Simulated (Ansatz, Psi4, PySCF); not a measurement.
System: CH5BNO2, charge 0, multiplicity 2. SMILES: B(N[CH2])(O)O
Coordinates optimised at B3LYP-D3(BJ)/def2-TZVP (Ansatz, a program for electronic structure):
```
N
H 1 1.0083
C 1 1.3805 2 115.74
H 3 1.0770 1 118.97 2 -4.03
H 3 1.0792 4 119.63 1 162.32
B 1 1.4307 2 116.39 3 177.53
O 6 1.3718 1 117.22 2 5.27
H 7 0.9618 6 112.30 1 -178.13
O 6 1.3737 7 119.31 8 1.92
H 9 0.9608 6 114.72 7 -174.09
```
Charge 0, spin multiplicity 2.

Property: size of the dipole moment, in D. Terms: 6-311+G** with 5d; non-relativistic; dispersion terms only where a functional's name holds one; no spin-orbit coupling; UHF or UKS for open shells; LANL2DZ all-electron up to Ne; six Cartesian d functions in 6-31G* and its kin unless marked 5d. Ab initio and DFT rows: single points at B3LYP-D3(BJ) geometries (Ansatz).

| level | program | size of the dipole moment (D) |
|---|---|---|
| SVWN5/6-31G* | Ansatz | 0.57 |
| PBE/STO-3G | Ansatz | 0.35 |
| PBE/LANL2DZ | Ansatz | 0.99 |
| PBE/6-31G* | Ansatz | 0.58 |
| PBE/def2-SVP | Ansatz | 0.49 |
| PBE/6-311+G** | Ansatz | 0.63 |
| BP86/6-31G* (5d) | PySCF | 0.59 |
| B3LYP/LANL2DZ | Ansatz | 1.14 |
| B3LYP/6-31G* | Ansatz | 0.71 |
| B3LYP/6-31G** | Ansatz | 0.68 |
| B3LYP/def2-SVP | Ansatz | 0.61 |
| B3LYP/6-311+G** | Ansatz | 0.76 |
| M06-2X/6-31G* (5d) | PySCF | 0.83 |
| wB97X-D/6-31G* | Psi4 | 0.77 |

No value to compare with is used here. The 14 habitual levels span 0.35 (PBE/STO-3G) to 1.14 D (B3LYP/LANL2DZ).

The levels are drawn from those run, B3LYP/6-31G* more often than the rest, none by its result; left out are runs that failed, that the program found above a lower state of the same kind, or whose <S^2> lies over 0.5 above the pure value.
